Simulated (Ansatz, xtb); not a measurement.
## Isomers of BFH8Si3 in order of energy

5 gas-phase structures of BFH8Si3, from a drawn sample of its isomers (lower ones may exist). Each was relaxed with GFN2-xTB; where two conformers were screened, the lower at r2SCAN-D4/def2-SVP is listed:

A. `B[Si@@H]([SiH3])[SiH2]F`, a singlet
B. `B[Si](F)([SiH3])[SiH3]`, a singlet
C. `B[SiH2][Si@@H](F)[SiH3]`, a singlet
D. `B[Si@@H](F)[SiH2][SiH3]`, a singlet
E. `B[SiH2][SiH2][SiH2]F`, a singlet

Problem. Estimate their order in r2SCAN-D4/def2-SVP energy at these geometries, lowest first.

Solution. Calculated order at r2SCAN-D4/def2-SVP: A (0.0), B (1.6), E (2.1), D (2.6), C (4.3) kcal/mol. Less than 1 kcal/mol parts B and E; E and D, so the order within those pairs means little.

Energies above the lowest of each column, in kcal/mol; the last columns are at PBE0-D3(BJ)/def2-SVP geometries:

| structure | GFN2-xTB | HF/STO-3G | r2SCAN-D4/def2-SVP | PBE0-D3(BJ)/def2-SVP | CCSD(T)/def2-SVP + ΔMP2/def2-TZVPP |
| --- | --- | --- | --- | --- | --- |
| A | 0.9 | 0.0 | 0.0 | 3.2 | 0.0 |
| B | 1.6 | 1.2 | 1.6 | 5.7 | 2.2 |
| E | 0.0 | 2.7 | 2.1 | 0.0 | 1.8 |
| D | 0.6 | 2.2 | 2.6 | 5.1 | 2.1 |
| C | 0.6 | 3.1 | 4.3 | 6.4 | 3.8 |

CCSD(T)/def2-SVP + ΔMP2/def2-TZVPP puts A lowest; GFN2-xTB picks E, PBE0-D3(BJ)/def2-SVP picks E. CCSD(T)/def2-SVP + ΔMP2/def2-TZVPP orders those it was run on as A (0.0), E (1.8), D (2.1), B (2.2), C (3.8) kcal/mol. Less than 1 kcal/mol parts E and D; D and B, so the order within those pairs means little. Flexible structures stand in one conformer each, not always the lowest. E keeps a small imaginary mode. The ΔMP2 step shifts differences by up to 3.9 kcal/mol, which makes them less sure. ΔMP2 is the change of the MP2 energy from the smaller to the larger basis.

Over these structures GFN2-xTB departs from r2SCAN-D4/def2-SVP by 1.5 kcal/mol on average once a common shift is removed. A GFN2-xTB relaxation took about 0.16 s and the r2SCAN-D4/def2-SVP energy about 1.4 s on a shared host (Ansatz 0.2.0, xtb 6.7.1).
